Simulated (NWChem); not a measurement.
System meant: C₃H₄O₂Si; SMILES C1(O[SiH2]C=C1)=O

NWChem input:

```
start job
memory heap 200 mb stack 900 mb global 1100 mb
geometry units angstroms noautoz
  O     -0.341952    -2.322516     0.000000
  C     -0.098824    -1.143693     0.000000
  C      1.272655    -0.530508     0.000000
  C      1.326736     0.811247     0.000000
  Si    -0.450786     1.394350     0.000000
  O     -1.084656    -0.182404     0.000000
  H      2.119540    -1.211421     0.000000
  H      2.262896     1.360660     0.000000
  H     -0.878412     2.129864    -1.213602
  H     -0.878412     2.129864     1.213602
end
basis spherical
  O library def2-svp
  C library def2-svp
  Si library def2-svp
  H library def2-svp
end
dft
  odft
  mult 2
  xc b3lyp
  iterations 150
  mulliken
end
task dft energy
```

End of the output:

```
 Summary of "ao basis" -> "" (spherical)
 ------------------------------------------------------------------------------
       Tag                 Description            Shells   Functions and Types
 ---------------- ------------------------------  ------  ---------------------
 O                          def2-svp                 6       14   3s2p1d
 C                          def2-svp                 6       14   3s2p1d
 Si                         def2-svp                 8       18   4s3p1d
 H                          def2-svp                 3        5   2s1p

                                 NWChem DFT Module
                                 -----------------

 Summary of "ao basis" -> "ao basis" (spherical)
 ------------------------------------------------------------------------------
       Tag                 Description            Shells   Functions and Types
 ---------------- ------------------------------  ------  ---------------------
 O                          def2-svp                 6       14   3s2p1d
 C                          def2-svp                 6       14   3s2p1d
 Si                         def2-svp                 8       18   4s3p1d
 H                          def2-svp                 3        5   2s1p

      Symmetry analysis of basis
      --------------------------

        a'         76
        a"         32

  number of electrons :                   52
  multiplicity        :                    2
 ------------------------------------------------------------------------
  no. of electrons and multiplicity not compatible                  52
 ------------------------------------------------------------------------
 ------------------------------------------------------------------------
  current input line :
    28: task dft energy
 ------------------------------------------------------------------------
 ------------------------------------------------------------------------
 There is an error in the input file
 ------------------------------------------------------------------------
 For more information see the NWChem manual at https://nwchemgit.github.io

0: no. of electrons and multiplicity not compatible:Received an Error in Communication
```

Question: Find the fault in this run and fix the input.

Answer: The input was rejected before any calculation. Cause: the multiplicity doesn't fit the number of electrons (an even count wants an odd multiplicity, and the reverse). This input runs:
```
start job
memory heap 200 mb stack 900 mb global 1100 mb
geometry units angstroms noautoz
  O     -0.341952    -2.322516     0.000000
  C     -0.098824    -1.143693     0.000000
  C      1.272655    -0.530508     0.000000
  C      1.326736     0.811247     0.000000
  Si    -0.450786     1.394350     0.000000
  O     -1.084656    -0.182404     0.000000
  H      2.119540    -1.211421     0.000000
  H      2.262896     1.360660     0.000000
  H     -0.878412     2.129864    -1.213602
  H     -0.878412     2.129864     1.213602
end
basis spherical
  * library def2-svp
end
dft
  xc b3lyp
  iterations 150
  mulliken
end
task dft energy
```
It converges to -556.41898 Ha (B3LYP/def2-SVP).
